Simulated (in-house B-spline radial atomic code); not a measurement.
Radial electron density of In4+, [Kr] 4d9. Level of theory: scalar-relativistic (X2C) AM05, spin-polarised, spherical fractional occupations, Fermi nucleus of rms radius 4.6156 fm; calculated with an all-electron radial atomic-structure program (B-spline basis).

One-electron X2C: radii and densities carry no picture-change correction, so inner-shell <1/r> comes out high (for 1s by about 2 % at Z = 33, 5 % at 54, 10 % at 75, 30 % at 118) and <r> low.

Columns: r (bohr), 4πr²n(r) (electrons per bohr), bar.

```
 0.00089    1.729 #
 0.00108    2.362 #
 0.00131    3.214 ##
  0.0016    4.402 ##
 0.00194     5.93 ###
 0.00236    7.976 ####
 0.00287    10.64 ######
 0.00348    13.99 ########
 0.00423    18.26 ##########
 0.00514    23.46 #############
 0.00625    29.64 ################
 0.00759    36.59 ####################
 0.00923    44.07 ########################
  0.0112    51.33 ############################
  0.0136    57.63 ################################
  0.0166    62.05 ##################################
  0.0201    63.52 ###################################
  0.0245    61.95 ##################################
  0.0297    58.33 ################################
  0.0361     54.8 ##############################
  0.0439    54.37 ##############################
  0.0533    59.14 ################################
  0.0648    68.36 ######################################
  0.0788    77.44 ###########################################
  0.0957    80.08 ############################################
   0.116    73.54 ########################################
   0.141    61.97 ##################################
   0.172    54.94 ##############################
   0.209    58.07 ################################
   0.254    64.71 ####################################
   0.308    62.52 ##################################
   0.374    47.49 ##########################
   0.455    29.05 ################
   0.553    19.66 ###########
   0.672    20.08 ###########
   0.817    21.77 ############
   0.992    18.76 ##########
    1.21    12.22 #######
    1.47    6.225 ###
    1.78    2.535 #
    2.16    0.792 
    2.63   0.1768 
     3.2  0.02653 
    3.88 0.002499
```

On this grid the curve has 4 maxima, near 0.0201, 0.0957, 0.254, 0.817 bohr.

The 4d down radial function P(r) = rR(r), positive near the nucleus:

```
r (bohr)         P
  0.0112  0.001725
  0.0166  0.004977
  0.0245   0.01374
  0.0361   0.03589
  0.0533   0.08741
  0.0788     0.191
   0.116    0.3524
   0.172    0.5147
   0.254    0.4935
   0.374    0.1074
   0.553   -0.5527
   0.817    -1.002
    1.21   -0.9004
    1.78   -0.4809
    2.63   -0.1386
    3.88  -0.01699
```
